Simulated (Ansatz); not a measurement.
Calculated with Ansatz (gas phase, PBE0-D4/def2-TZVP geometries, no zero-point term in ΔE). CCSD(T)/CBS is the MP2 limit (def2-TZVPP, def2-QZVPP) plus CCSD(T) − MP2 in def2-TZVPP, frozen cores. This one scheme is used for every species. Functionals use def2-TZVPP. Each species was taken in one conformer, which may not be the lowest.

Consider the cleavage of the Si–Al bond: `[OH][AlH][SiH3]` + `NCCO` → `OCCN[SiH3]` + `[OH][AlH2]`.

```tsv
level	ΔE (kJ/mol)	difference from CCSD(T)/CBS
BHLYP-D4	-45.3	-7.1
CAM-B3LYP-D4	-45.5	-7.3
ωB97X-V	-38.3	-0.1
revPBE	-16.4	21.8
r2SCAN0	-35.1	3.1
RPA@PBE/def2-TZVPP	-38.1	0.1
HF/def2-SVP	-43.5	-5.3
MP2/def2-TZVPP	-48.1	-9.9
MP2/def2-QZVPP	-48.9	-10.7
SCS-MP2/def2-QZVPP	-49.3	-11.1
CCSD(T)/CBS	-38.2	0
```

Largest T1 diagnostic among the species: 0.014.

From BLYP to BHLYP (50 % exact exchange), in def2-TZVPP and without D4, ΔE moves by −10.8 kJ/mol. The D4 term adds −4.7 kJ/mol with B3LYP and −2.6 kJ/mol with PBE0; it sums over pairs of atoms, weighted by their polarisabilities, and B3LYP, whose exchange is more repulsive, gets the larger term. Leaving LDA and LC-ωPBE aside and taking each functional with its dispersion term where it has one, the values, not all of them listed here, spread over 23.2 kJ/mol, from CAM-B3LYP-D4 to PBE-D4. LDA lies −8.2 kJ/mol from PBE without D4.

B3LYP here is the variant with VWN-RPA as its local correlation; programs differ in this.
